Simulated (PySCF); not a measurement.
Species: CH₈ClO₂Si₃ (doublet state).
Cartesian coordinates in Å at the GFN2-xTB level; atoms count from 1:
```
atom  x, y, z in Å
Si1   -2.9430    0.3341   -1.1449
O2    -2.0140   -0.5426   -0.1427
Si3   -0.9474   -0.9700    0.9951
O4     0.5635   -0.6606    0.4972
C5     1.0346    0.4951   -0.1637
Si6    2.5785   -0.0568   -1.1281
Cl7    3.2879    1.5265   -2.1589
H8    -4.2943    0.2888   -0.6076
H9    -2.3660    1.6675   -1.2899
H10   -0.9417   -2.4151    1.0866
H11   -1.2974   -0.2081    2.1926
H12    0.2498    0.8931   -0.8171
H13    1.2531    1.2700    0.5801
H14    2.2253   -1.1122   -2.0733
H15    3.6065   -0.5017   -0.1905
```

The hyperfine couplings belong to this conformer and change with its torsions.

As a line formula: `[SiH2]O[SiH2]OC[SiH2]Cl` [radical].

Computed with UKS B3LYP, pcH-1 on C Cl H O Si, non-relativistic, mean-field spin-orbit, GIAO in PySCF. One conformer (not necessarily the lowest) at the GFN2-xTB geometry, without solvent, vibrations or thermal averaging. Couplings are sensitive to structure, and on GFN2-xTB geometries they can be far from those on DFT ones, by a factor of two or more for some ions and for spin on atoms past the first row. The SCF solution wasn't tested for stability.

**Question.** Where do the isotropic ENDOR lines of H8/H9, H10/H11, Si1 and Si3 fall at 3341.0 mT, to first order?

**Answer.** For S = 1/2 in fast tumbling each set of equivalent nuclei gives two lines, ν± = |νn ± a/2| to first order, with νn = g_N μN B/h and μN/h = 7.62259 MHz/T.

| nuclei | isotope | g_N | νn (MHz) | a_iso (MHz) | lower line (MHz) | upper line (MHz) |
| --- | --- | --- | --- | --- | --- | --- |
| H8/H9 | 1H | 5.5857 | 142.25 | 93.46 | 95.52 | 188.98 |
| H10/H11 | 1H | 5.5857 | 142.25 | 3.46 | 140.52 | 143.98 |
| Si1 | 29Si | -1.1106 | 28.28 | -594.97 | 269.20 | 325.77 |
| Si3 | 29Si | -1.1106 | 28.28 | -6.27 | 25.15 | 31.42 |

The rows for 29Si, of low natural abundance, apply to labelled samples.

**Question.** Which pairs are centred on the nuclear Larmor frequency, and which on half the coupling?

**Answer.** Centred on νn, since |a| < 2νn: H8/H9, H10/H11 and Si3. Centred on |a|/2 and split by 2νn: Si1.

Nuclei that the bonding pattern makes equivalent are averaged, as if the motion that swaps them (rotation, inversion, ring flip) were fast. The 1H value of +3.5 MHz is a mean of couplings from -1.1 to 8.0 MHz in this one geometry, not an average over conformers.

Hardware: Arm Neoverse V1, one thread, shared host. Cost: 2.0 min of wall time (grids of density and orbitals included), 1.1 GiB resident at most.
